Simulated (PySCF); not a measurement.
The second ionisation energy along group 10

Calculated with PySCF 2.14 from differences of total energies of unrestricted determinants, without spin-orbit coupling. Values in eV. The last column holds reference values (NIST; (s) semi-empirical, (t) theoretical, else measured). Unmarked ones compare directly (S terms, centres of terms, or small fine structure); those marked * lie between the lowest fine-structure levels and include a spin-orbit shift.

```csv
element,configurations,UHF,MP2 (valence and next inner shell),CCSD (valence and next inner shell),CCSD(T) (valence and next inner shell),PBE0,MP2 (valence),reference
"Ni (x2c-TZVPPall, spin-free X2C)",[Ar] 3d9 → [Ar] 3d8,15.019,18.933,17.696,17.875,18.186,18.211,18.169 *
"Pd (x2c-TZVPPall, spin-free X2C)",[Kr] 4d9 → [Kr] 4d8,17.432,19.551,19.086,19.192,19.526,19.373,19.43 ± 0.12 (s) *
"Pt (x2c-TZVPPall, spin-free X2C)",[Xe] 4f14 5d9 → [Xe] 4f14 5d8,16.940,18.853,18.514,18.642,18.885,18.678,18.56 ± 0.12 *
```

"Valence" correlates the outer s and p shells and, in groups 3 to 12 and the f block, the outer d or f shell, open or full, or the next shell where the ion has no valence electron left; the wider scheme adds the next inner shell.
